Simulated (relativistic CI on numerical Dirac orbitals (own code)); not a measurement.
## Line list: Forbidden lines, Ce16+

Computed by Dirac-Coulomb-Breit CI, separate exchange-only KLI orbitals for each configuration, model QED, unscaled Slater integrals (own radial code, finite nucleus).

CI space (outside the closed core [Ar] 3d10): 4s²4p⁶4d⁶, 4s²4p⁵4d⁷, 4s²4p⁶4d⁵4f, 4s²4p⁴4d⁸, 4s4p⁶4d⁷, 4s²4p⁶4d⁵5s, 4p⁶4d⁸, 4s²4p⁶4d⁵5p, 4s4p⁶4d⁶4f, 4s²4p⁶4d⁴5s², 4s²4p⁶4d⁵5d, 4s²4p⁶4d⁴5p², 4s²4p⁶4d⁵6s, 4s²4p⁶4d⁵6d. Levels of other configurations are missing.

| λ vac (nm) | Lower | Upper | Type | A (s⁻¹) | log gf |
| --- | --- | --- | --- | --- | --- |
| 118.29 | 4s²4p⁶4d⁶ ⁵D4 [1] | 4s²4p⁶4d⁶ ³D3 [18] | M1 | 2.20e+02 | -6.49 |
| 137.48 | 4s²4p⁶4d⁶ ⁵D4 [1] | 4s²4p⁶4d⁶ ³H4 [13] | M1 | 1.89e+02 | -6.32 |
| 151.67 | 4s²4p⁶4d⁶ ⁵D3 [3] | 4s²4p⁶4d⁶ ³D3 [18] | M1 | 3.88e+02 | -6.03 |
| 154.99 | 4s²4p⁶4d⁶ ⁵D2 [2] | 4s²4p⁶4d⁶ ³D2 [15] | M1 | 2.18e+02 | -6.41 |
| 169.53 | 4s²4p⁶4d⁶ ⁵D4 [1] | 4s²4p⁶4d⁶ ³F3 [10] | M1 | 2.58e+02 | -6.11 |
| 215.34 | 4s²4p⁶4d⁶ ⁵D2 [2] | 4s²4p⁶4d⁶ ³F2 [11] | M1 | 2.81e+02 | -6.01 |
| 225.80 | 4s²4p⁶4d⁶ ⁵D1 [5] | 4s²4p⁶4d⁶ ¹S0 [12] | M1 | 1.66e+03 | -5.90 |
| 231.56 | 4s²4p⁶4d⁶ ⁵D2 [8] | 4s²4p⁶4d⁶ ³P1 [22] | M1 | 8.81e+02 | -5.67 |
| 237.67 | 4s²4p⁶4d⁶ ³G5 [7] | 4s²4p⁶4d⁶ ¹I6 [21] | M1 | 1.33e+02 | -5.83 |
| 243.82 | 4s²4p⁶4d⁶ ⁵D3 [3] | 4s²4p⁶4d⁶ ³F2 [11] | M1 | 2.04e+02 | -6.04 |
| 244.32 | 4s²4p⁶4d⁶ ³H6 [9] | 4s²4p⁶4d⁶ ¹I6 [21] | M1 | 2.99e+02 | -5.46 |
| 247.65 | 4s²4p⁶4d⁶ ⁵D3 [3] | 4s²4p⁶4d⁶ ³F3 [10] | M1 | 1.77e+02 | -5.94 |
| 251.87 | 4s²4p⁶4d⁶ ⁵D4 [1] | 4s²4p⁶4d⁶ ³H4 [6] | M1 | 5.39e+02 | -5.34 |
| 295.08 | 4s²4p⁶4d⁶ ⁵D3 [3] | 4s²4p⁶4d⁶ ⁵D2 [8] | M1 | 9.31e+02 | -5.22 |
| 302.72 | 4s²4p⁶4d⁶ ³H4 [6] | 4s²4p⁶4d⁶ ³H4 [13] | M1 | 6.40e+02 | -5.10 |
| 333.93 | 4s²4p⁶4d⁶ ³G5 [7] | 4s²4p⁶4d⁶ ³H5 [17] | M1 | 1.50e+02 | -5.56 |
| 347.21 | 4s²4p⁶4d⁶ ³H6 [9] | 4s²4p⁶4d⁶ ³H5 [17] | M1 | 2.75e+02 | -5.26 |
| 370.79 | 4s²4p⁶4d⁶ ⁵D1 [5] | 4s²4p⁶4d⁶ ⁵D2 [8] | M1 | 2.44e+02 | -5.60 |
| 374.18 | 4s²4p⁶4d⁶ ³G5 [7] | 4s²4p⁶4d⁶ ³G4 [16] | M1 | 1.66e+02 | -5.50 |
| 537.39 | 4s²4p⁶4d⁶ ⁵D4 [1] | 4s²4p⁶4d⁶ ⁵D3 [3] | M1 | 1.96e+02 | -5.23 |

Terms are leading LS components. Brackets give the number of a level in order of energy, since labels repeat. The list gives strong lines, with weight on those to low levels, among the lowest 200 of 2914 levels, so that lines to higher ones, which can be the strongest, are missing. Levels whose partners in the same complex of configurations lie outside the list can be far off, and so can their lines. Rates are taken at the computed energies, electric ones in the length gauge.

At this charge energies of transitions that change n are usually good to better than 1 %, and those within a shell (Δn = 0) to a few per cent. Terms inside the open d or f shell come out 10 to 20 % too wide with unscaled integrals.

LS names give the leading component of a level, which can be under half, so a name can repeat, a term be missing and a line seem to break the LS rules.
